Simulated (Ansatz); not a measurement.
Spin states of CrH2O2 (SMILES [OH][Cr][OH]), each relaxed with B3LYP-D3(BJ)/def2-TZVP.
State 1 (charge 0, multiplicity 5):
```xyz
5

Cr     0.33321    -0.23285     0.35178
O      1.35377    -0.06529    -1.13275
H      1.54358     0.71732    -1.65624
O     -1.29767    -0.51206     1.08395
H     -1.98666     0.12273     1.29605
```
State 2 (charge 0, multiplicity 1):
```xyz
5

Cr     0.196    -0.477     0.138
O      1.336     0.073    -1.039
H      1.666     0.709    -1.675
O     -1.229    -0.361     1.109
H     -2.022     0.086     1.411
```

Singlets are restricted, other states unrestricted; no spin–orbit coupling, no relativity up to Kr; see below for the cores. The largest T1 diagnostic is 0.038.

Run with Ansatz (Gaussian orbitals). Each number belongs to the level named beside it.

Q: One of these levels gives 2.874 eV for the energy of the multiplicity-1 state less that of the multiplicity-5 state. Which?
(A) BLYP/def2-TZVPP
(B) PBE/def2-TZVPP
(C) r2SCANh/def2-TZVPP

A: C, r2SCANh/def2-TZVPP. The others give 2.219 (PBE/def2-TZVPP), 1.834 (BLYP/def2-TZVPP)

Ansatz is a program for electronic structure.
